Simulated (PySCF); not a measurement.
Bonds (- single, = double, # triple, : aromatic): F1-C2 1.360 Å, C2-F3 1.343 Å, C2-O4 1.356 Å, O4-C5 1.412 Å, C5-C6 1.443 Å, C6-C7 1.395 Å, C7=C8 1.364 Å, C8-C6 1.392 Å. C2 carries H9; C5 carries H10, H11; C7 carries H12; C8 carries H13. Formal charges: C6 +1.

Total charge +1.

Geometry: GFN2-xTB; GIAO absolute shieldings from PySCF, gas phase, non-relativistic, averaged over equivalent atoms.

At B97-D/pcSseg-0 (82 basis functions, roughly 30 core-seconds):
```json
{"atoms": "F1/F3", "σ (ppm)": "272.5"}
{"atoms": "C6", "σ (ppm)": "-11.8"}
{"atoms": "C7/C8", "σ (ppm)": "7.8"}
{"atoms": "C2", "σ (ppm)": "52.9"}
{"atoms": "C5", "σ (ppm)": "124.6"}
{"atoms": "O4", "σ (ppm)": "233.9"}
{"atoms": "H12/H13", "σ (ppm)": "23.36"}
{"atoms": "H9", "σ (ppm)": "25.26"}
{"atoms": "H10/H11", "σ (ppm)": "26.47"}
```

Q: What do these become at LC-wPBE/IGLO-II?

A: 
```
  atoms  σ at LC-wPBE/IGLO-II  change
  F1/F3                 285.4   +12.9
     C6                 -14.7    -2.9
  C7/C8                   8.1    +0.3
     C2                  66.6   +13.7
     C5                 132.3    +7.7
     O4                 245.2   +11.3
H12/H13                 21.73   -1.63
     H9                 25.20   -0.06
H10/H11                 25.86   -0.61
```

The largest change is at C2 (sp3 CH bonded to 2 F and O). Cost: 206 basis functions, about 110 core-seconds. The order of the carbon signals is the same at both levels.

The carbons averaged at δ 182.5 differ by 8 ppm in this conformer.
